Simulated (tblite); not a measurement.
C3H10Si2.
Geometry (GFN2-xTB, Å), atoms numbered from 1 in this order:
```xyz
15
C3H10Si2 angstrom
C     -2.0174    0.7320    0.7361
Si    -0.9130    0.8116   -0.8089
C     -0.0722   -0.8538   -1.0808
C      1.0607   -1.2844   -0.5279
Si     2.1549   -0.3513    0.6868
H     -2.5720    1.6569    0.8643
H     -2.7393   -0.0774    0.6718
H     -1.4267    0.5735    1.6336
H     -1.7473    1.0862   -1.9902
H      0.0823    1.8806   -0.6573
H     -0.5845   -1.5216   -1.7701
H      1.4106   -2.2784   -0.7973
H      3.0872   -1.3135    1.2850
H      1.3558    0.2628    1.7503
H      2.9166    0.6848   -0.0171
```

All values are computed: GFN2-xTB (tblite) harmonic vibrations without scaling, gas phase. Against measured fundamentals such values can be off by several per cent, at times by over 20. Modes of hydrogen on silicon can be 10 to 20 % off. One conformer, not necessarily the lowest.

Harmonic wavenumbers (cm⁻¹): 42.3, 44.5, 109.1, 132.7, 153.9, 302.1, 367.7, 478.5, 521.7, 548.3, 596.1, 648.9, 669.4, 694.5, 743.8, 775.2, 783.9, 788.4, 797.2, 799.6, 827.3, 846.2, 963.5, 1196.9, 1342.1, 1369.1, 1488.5, 1490.2, 1631.4, 2185.7, 2210.8, 2230.6, 2237.0, 2244.9, 2963.3, 2984.5, 3035.6, 3039.6, 3042.2.

A = 4885, B = 1559, C = 1374 MHz; mass 102.032 u (most abundant isotopes); point group C1, symmetry number 1.

What is the zero-point energy?

½Σν̃ = 23664 cm⁻¹ = 67.66 kcal/mol.

Entropy at 273.15 K, 1 bar (ideal gas, RRHO, classical rotation)?

Translation 39.37, rotation 27.56, vibration 24.55: S = 91.5 cal/(mol K).

And Cp and H(273.15 K) − H(0)?

Cp = 32.42 cal/(mol K), of which vibrations give 24.47 (their classical limit is 39 R = 77.5); H(273.15 K) − H(0) = 5.55 kcal/mol without the zero-point energy, 3.37 from vibrations.

How do the functions run with temperature in this model?

| T (K) | S (cal/(mol K)) | Cp (cal/(mol K)) | H − H(0) (kcal/mol) | G − H(0) (kcal/mol) | ln q(vib) |
| --- | --- | --- | --- | --- | --- |
| 100 | 68.1 | 17.3 | 1.30 | -5.51 | 2.06 |
| 200 | 82.5 | 25.6 | 3.42 | -13.08 | 4.47 |
| 300 | 94.6 | 34.8 | 6.45 | -21.94 | 6.75 |
| 500 | 115.8 | 48.3 | 14.86 | -43.05 | 11.23 |
| 800 | 141.5 | 60.8 | 31.38 | -81.80 | 17.47 |
| 1000 | 155.7 | 66.4 | 44.13 | -111.54 | 21.26 |

q(vib) and H(0) count from the zero-point level.

Blend soft modes into free rotors: weight 1/[1 + (100 cm⁻¹/ν̃)⁴] for the oscillator and the rest for a rotor with moment μB/(μ + B), μ = h/(8π²ν), B = 10⁻⁴⁴ kg m². What vibrational entropy results?

21.74 cal/(mol K) in place of 24.55, which changes −T·S at 273.15 K by +0.77 kcal/mol.

What must be added to the electronic energy to get the Gibbs energy at 273.15 K and 1 bar?

ZPE + [H(273.15 K) − H(0)] − T·S = 67.66 + 5.55 − 24.99 = 48.22 kcal/mol.

Which modes carry the vibrational entropy at 273.15 K?

42.3 cm⁻¹: 4.97; 44.5 cm⁻¹: 4.87; 109.1 cm⁻¹: 3.12; 132.7 cm⁻¹: 2.74; 153.9 cm⁻¹: 2.46; 302.1 cm⁻¹: 1.26 cal/(mol K); the other 33 give 5.13 together.

Hindered rotation and anharmonicity are outside this model. Other conformers, if any are populated, would add a mixing term that is left out. The structure is chiral; the term R ln 2 for an equal mix with its mirror image is left out.

Run on one thread of an Arm Neoverse V1, no GPU, shared host. The figure is for the frequency step alone.
